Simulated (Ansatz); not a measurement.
C2H6BClSi can be A, `ClBC1C[SiH2]1`, or B, `B/C([SiH3])=C\Cl`.

Program: Ansatz. Geometries: PBE0-D4/def2-TZVP. ΔE: electronic, gas phase. CCSD(T)/CBS is the MP2 limit (def2-TZVPP, def2-QZVPP) plus CCSD(T) − MP2 in def2-TZVPP, frozen cores. DFT in def2-TZVPP. B3LYP here is the variant with VWN-RPA as its local correlation; programs differ in this. Each species was taken in one conformer, which may not be the lowest.

(1) Which isomer does CCSD(T)/CBS put lower? Give the gap. (Best estimate.)

(2) Give E(B) − E(A) in kJ/mol with MP2/def2-TZVPP, HF/def2-TZVPP, CCSD/def2-TZVPP, B3LYP, CCSD(T)/def2-TZVPP, PBE-D4, r2SCAN-D4. (Estimate.)

Largest T1 diagnostic: 0.012.

Results:

(1) Computed: A, by 153.2 kJ/mol.

(2) Ansatz gave: MP2/def2-TZVPP 163.8, HF/def2-TZVPP 115.6, CCSD/def2-TZVPP 148.8, B3LYP 136.4, CCSD(T)/def2-TZVPP 150.2, PBE-D4 160.2, r2SCAN-D4 162.6. None reverses the order clearly.

From PBE to PBE0 (25 % exact exchange), in def2-TZVPP and without D4, E(B) − E(A) moves by +7.0 kJ/mol. In def2-TZVPP, CCSD(T) changes the Hartree–Fock value by +34.7 kJ/mol (the triples alone add +1.5 kJ/mol) and MP2 by +48.2 kJ/mol.
